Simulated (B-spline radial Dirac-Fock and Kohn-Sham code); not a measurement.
X-ray emission lines of Ce⁵⁺

System: the Ce⁵⁺ ion in the configuration [Kr] 4d10 5s2 5p5.

Model: Dirac-Fock (average of configuration) total-energy differences with a finite nucleus, the Breit interaction including its frequency dependence, and self-energy and vacuum-polarisation corrections. Program: an atomic code on a B-spline grid. A line energy is the difference of two single-hole energies; the list is a selection of electric-dipole transitions between resolved j subshells. No correlation.

| line | energy (keV) | wavelength (Å) |
| --- | --- | --- |
| Kβ2'' (K-N2) | 40.205 | 0.30838 |
| Kβ1 (K-M3) | 39.251 | 0.31587 |
| Kβ3 (K-M2) | 39.163 | 0.31659 |
| Kα1 (K-L3) | 34.716 | 0.35714 |
| Kα2 (K-L2) | 34.275 | 0.36173 |
| Lγ2 (L1-N2) | 6.3201 | 1.9617 |
| Lγ1 (L2-N4) | 6.0556 | 2.0474 |
| Lγ5 (L2-N1) | 5.8664 | 2.1135 |
| Lβ7 (L3-O1) | 5.6971 | 2.1763 |
| Lβ2 (L3-N5) | 5.6180 | 2.2069 |
| Lβ15 (L3-N4) | 5.6146 | 2.2082 |
| Lβ6 (L3-N1) | 5.4254 | 2.2853 |

Values without a named source are computed, but for edge energies of neutral atoms, which are taken from tables.
